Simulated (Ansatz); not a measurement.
Ansatz (a first-principles code) input:
A basis named .json is the Basis Set Exchange file of that set.

Ansatz 0.2 input:
```yaml
crystal:
  periodic: [false, false, false]
  atoms:
    - {symbol: V, position_ang: [-0.44185433, -0.43307647, -0.08278917]}
    - {symbol: O, position_ang: [-1.54698596, -1.51625361, -0.28985498]}
    - {symbol: Br, position_ang: [-0.76397509, 1.64139754, -1.07926102]}
    - {symbol: Br, position_ang: [1.40793330, -1.01023218, 1.19991789]}
basis:
  gaussian:
    orbitals: def2-QZVPPD.json
    fitting: {mean_field: def2-universal-jkfit, correlation: def2-QZVPPD-RIFIT.json}
total_charge: -1
magnetization: {spin_polarized: true, initial_magnetization: 2}
correlation: {method: mp2, electrons: outside_noble_gas}
```

Question: What final total energy does it print?

Answer: -6163.75279 Eh (RI-MP2/def2-QZVPPD). The basis has 355 functions.

This state (charge -1, triplet) is run at the relaxed geometry of the species with charge 0 and multiplicity 2.
